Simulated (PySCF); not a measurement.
A calculated (M06-2X, PySCF 2.14, Sapporo-DKH3-DZP-2012, scalar relativity by spin-free X2C-1e) atom or ion has these occupied shells.

```json
{"shell": "1s β", "electrons": "1", "orbital energy (eV)": "-6508.2", "rms radius, mean of both spins (bohr)": "0.0704"}
{"shell": "1s α", "electrons": "1", "orbital energy (eV)": "-6508.2", "rms radius, mean of both spins (bohr)": "0.0704"}
{"shell": "2s α", "electrons": "1", "orbital energy (eV)": "-771.12", "rms radius, mean of both spins (bohr)": "0.303"}
{"shell": "2s β", "electrons": "1", "orbital energy (eV)": "-768.35", "rms radius, mean of both spins (bohr)": "0.303"}
{"shell": "2p α", "electrons": "3", "orbital energy (eV)": "-654.79", "rms radius, mean of both spins (bohr)": "0.273"}
{"shell": "2p β", "electrons": "3", "orbital energy (eV)": "-652.41", "rms radius, mean of both spins (bohr)": "0.273"}
{"shell": "3s α", "electrons": "1", "orbital energy (eV)": "-97.305", "rms radius, mean of both spins (bohr)": "0.918"}
{"shell": "3s β", "electrons": "1", "orbital energy (eV)": "-91.107", "rms radius, mean of both spins (bohr)": "0.918"}
{"shell": "3p α", "electrons": "3", "orbital energy (eV)": "-64.578", "rms radius, mean of both spins (bohr)": "0.988"}
{"shell": "3p β", "electrons": "3", "orbital energy (eV)": "-56.806", "rms radius, mean of both spins (bohr)": "0.988"}
{"shell": "3d α", "electrons": "5", "orbital energy (eV)": "-12.810", "rms radius, mean of both spins (bohr)": "1.33"}
{"shell": "4s α", "electrons": "1", "orbital energy (eV)": "-6.165", "rms radius, mean of both spins (bohr)": "3.48"}
{"shell": "4s β", "electrons": "1", "orbital energy (eV)": "-6.051", "rms radius, mean of both spins (bohr)": "3.48"}
```

Task: Name the element and its charge.

Result: Mn (manganese, neutral), in [Ar] 3d5 4s2, high-spin 6S determinant.
